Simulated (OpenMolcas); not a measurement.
## Lines of Ti2+: computed and rescaled rates

```json
{
  "Program": "OpenMolcas",
  "Method": "MS-CASPT2, IPEA 0.25 Eh, imaginary shift 0.1 Eh (closed shells correlated: 3s 3p)",
  "Basis": "ANO-RCC-VTZP [6s5p3d2f1g]",
  "Scalar Hamiltonian": "DKH2, point nucleus",
  "Active space": "2 electrons in 6 orbitals (3d 4s)",
  "State averaging": "2S+1 = 3 even, 15 roots; 2S+1 = 1 even, 20 roots kept (CI in the orbitals of an earlier block)",
  "Spin-orbit coupling": "RASSI with atomic mean-field integrals over the reference wave functions, term energies averaged over their components"
}
```

Rates come from the transition moments of the reference wave functions (E1 and E2 in the length form). At fixed line strength A goes as λ^-3 for E1 and M1 and as λ^-5 for E2, so a rate at the computed wavelength can be rescaled to the measured one. Measured vacuum wavelengths follow from level energies in Corliss and Sugar, J. Phys. Chem. Ref. Data 8, 1 (1979). Branching counts decays inside the model space alone, at computed energies, and the table is only a selection of the E2 and M1 lines, drawn from those between levels with measured partners whose computed energy lies within a factor of 1.5 of the measured one.

```json
{"Upper": "3d2 3F3", "Lower": "3d2 3F2", "Type": "M1", "λ computed (nm)": "50370", "λ measured (nm)": "54080", "A computed (s-1)": "2.02e-04", "A rescaled (s-1)": "1.63e-04", "Branching %": "100.0"}
{"Upper": "3d2 3F4", "Lower": "3d2 3F3", "Type": "M1", "λ computed (nm)": "38910", "λ measured (nm)": "42460", "A computed (s-1)": "3.45e-04", "A rescaled (s-1)": "2.65e-04", "Branching %": "100.0"}
{"Upper": "3d2 3P1", "Lower": "3d2 1D2", "Type": "M1", "λ computed (nm)": "3363", "λ measured (nm)": "4695", "A computed (s-1)": "2.15e-03", "A rescaled (s-1)": "", "Branching %": "4.4"}
{"Upper": "3d2 3P2", "Lower": "3d2 1D2", "Type": "M1", "λ computed (nm)": "3212", "λ measured (nm)": "4449", "A computed (s-1)": "4.42e-03", "A rescaled (s-1)": "", "Branching %": "9.1"}
{"Upper": "3d2 1G4", "Lower": "3d2 1D2", "Type": "E2", "λ computed (nm)": "1529", "λ measured (nm)": "1688", "A computed (s-1)": "5.72e-04", "A rescaled (s-1)": "3.49e-04", "Branching %": "4.2"}
{"Upper": "3d2 1D2", "Lower": "3d2 3F3", "Type": "M1", "λ computed (nm)": "1259", "λ measured (nm)": "1206", "A computed (s-1)": "1.09e-02", "A rescaled (s-1)": "", "Branching %": "64.8"}
{"Upper": "3d2 1D2", "Lower": "3d2 3F2", "Type": "M1", "λ computed (nm)": "1228", "λ measured (nm)": "1180", "A computed (s-1)": "5.87e-03", "A rescaled (s-1)": "", "Branching %": "35.0"}
{"Upper": "3d2 3P2", "Lower": "3d2 3F4", "Type": "E2", "λ computed (nm)": "926", "λ measured (nm)": "970.8", "A computed (s-1)": "3.31e-02", "A rescaled (s-1)": "2.61e-02", "Branching %": "67.9"}
{"Upper": "3d2 3P1", "Lower": "3d2 3F3", "Type": "E2", "λ computed (nm)": "916.1", "λ measured (nm)": "959.8", "A computed (s-1)": "3.03e-02", "A rescaled (s-1)": "2.40e-02", "Branching %": "61.8"}
{"Upper": "3d2 3P0", "Lower": "3d2 3F2", "Type": "E2", "λ computed (nm)": "905.3", "λ measured (nm)": "948.9", "A computed (s-1)": "4.83e-02", "A rescaled (s-1)": "3.82e-02", "Branching %": "100.0"}
{"Upper": "3d2 3P2", "Lower": "3d2 3F3", "Type": "E2", "λ computed (nm)": "904.4", "λ measured (nm)": "949.1", "A computed (s-1)": "9.67e-03", "A rescaled (s-1)": "7.60e-03", "Branching %": "19.8"}
{"Upper": "3d2 3P1", "Lower": "3d2 3F2", "Type": "E2", "λ computed (nm)": "899.7", "λ measured (nm)": "943.1", "A computed (s-1)": "1.66e-02", "A rescaled (s-1)": "1.31e-02", "Branching %": "33.8"}
{"Upper": "3d2 3P2", "Lower": "3d2 3F2", "Type": "E2", "λ computed (nm)": "888.5", "λ measured (nm)": "932.7", "A computed (s-1)": "1.50e-03", "A rescaled (s-1)": "1.18e-03", "Branching %": "3.1"}
{"Upper": "3d2 1G4", "Lower": "3d2 3F4", "Type": "M1", "λ computed (nm)": "702.9", "λ measured (nm)": "715.5", "A computed (s-1)": "8.03e-03", "A rescaled (s-1)": "", "Branching %": "58.5"}
{"Upper": "3d2 1G4", "Lower": "3d2 3F3", "Type": "M1", "λ computed (nm)": "690.4", "λ measured (nm)": "703.6", "A computed (s-1)": "5.08e-03", "A rescaled (s-1)": "", "Branching %": "37.1"}
{"Upper": "3d2 1S0", "Lower": "3d2 1D2", "Type": "E2", "λ computed (nm)": "413.1", "λ measured (nm)": "416.6", "A computed (s-1)": "5.73e+00", "A rescaled (s-1)": "5.49e+00", "Branching %": "97.7"}
{"Upper": "3d 4s 1D2", "Lower": "3d2 1G4", "Type": "E2", "λ computed (nm)": "379.4", "λ measured (nm)": "366.2", "A computed (s-1)": "1.12e+01", "A rescaled (s-1)": "1.34e+01", "Branching %": "39.4"}
{"Upper": "3d 4s 3D2", "Lower": "3d2 3P2", "Type": "E2", "λ computed (nm)": "377.7", "λ measured (nm)": "363.9", "A computed (s-1)": "2.14e+00", "A rescaled (s-1)": "2.58e+00", "Branching %": "4.0"}
{"Upper": "3d 4s 3D3", "Lower": "3d2 3P2", "Type": "E2", "λ computed (nm)": "374.9", "λ measured (nm)": "360.9", "A computed (s-1)": "2.57e+00", "A rescaled (s-1)": "3.11e+00", "Branching %": "4.8"}
{"Upper": "3d 4s 1D2", "Lower": "3d2 1D2", "Type": "E2", "λ computed (nm)": "304", "λ measured (nm)": "300.9", "A computed (s-1)": "1.70e+01", "A rescaled (s-1)": "1.79e+01", "Branching %": "59.9"}
{"Upper": "3d 4s 3D2", "Lower": "3d2 3F4", "Type": "E2", "λ computed (nm)": "268.3", "λ measured (nm)": "264.7", "A computed (s-1)": "1.03e+01", "A rescaled (s-1)": "1.10e+01", "Branching %": "19.2"}
{"Upper": "3d 4s 3D3", "Lower": "3d2 3F4", "Type": "E2", "λ computed (nm)": "266.8", "λ measured (nm)": "263.1", "A computed (s-1)": "3.78e+01", "A rescaled (s-1)": "4.05e+01", "Branching %": "70.3"}
{"Upper": "3d 4s 3D2", "Lower": "3d2 3F3", "Type": "E2", "λ computed (nm)": "266.4", "λ measured (nm)": "263.1", "A computed (s-1)": "2.48e+01", "A rescaled (s-1)": "2.64e+01", "Branching %": "46.4"}
{"Upper": "3d 4s 3D2", "Lower": "3d2 3F2", "Type": "E2", "λ computed (nm)": "265", "λ measured (nm)": "261.8", "A computed (s-1)": "1.46e+01", "A rescaled (s-1)": "1.55e+01", "Branching %": "27.3"}
{"Upper": "3d 4s 3D3", "Lower": "3d2 3F3", "Type": "E2", "λ computed (nm)": "265", "λ measured (nm)": "261.5", "A computed (s-1)": "1.09e+01", "A rescaled (s-1)": "1.16e+01", "Branching %": "20.4"}
```

Spin-changing lines and M1 lines between different terms are not rescaled, since their strength hangs on the term gaps too.

The largest correction is for 3d2 1G4 → 3d2 1D2 (E2): 5.72e-04 × (1529 / 1688)^5 = 3.49e-04 s-1, a factor of 0.61.

The computed rate and branching of 3d2 3F3 → 3d2 3F2 give the upper level a radiative lifetime of 1.000 / 2.02e-04 s-1 = 4.95e+03 s, counting decays inside the model space alone. The rescaled rate gives about 6.1e+03 s.

These are rates of the free ion; in crystals, glasses and complexes forced electric-dipole and non-radiative decay shorten such lifetimes by orders of magnitude. No measured rate stands beside these. Rescaling mends the energy factor alone: line strengths can still be far off where a level mixes with configurations outside the active space, and weak or spin-changing lines hang on small mixing coefficients that depend on the term gaps too, so rescaling need not improve them.

CASPT2 does not keep the components of a term degenerate, so their means are used; among the terms shown or strongly mixed into the levels shown the widest spread is 650 cm-1 (3d2 3F). Terms from blocks run as CI alone lack orbitals of their own. A single d shell beside an s shell can misplace configurations of different d count against each other. Measured partners are found by configuration, term and J. A level has none where our copy of the source lacks it or the pairing is in doubt (some pairs that miss far off the trend of their configuration count as doubtful). Levels of configurations outside the active space are missing.
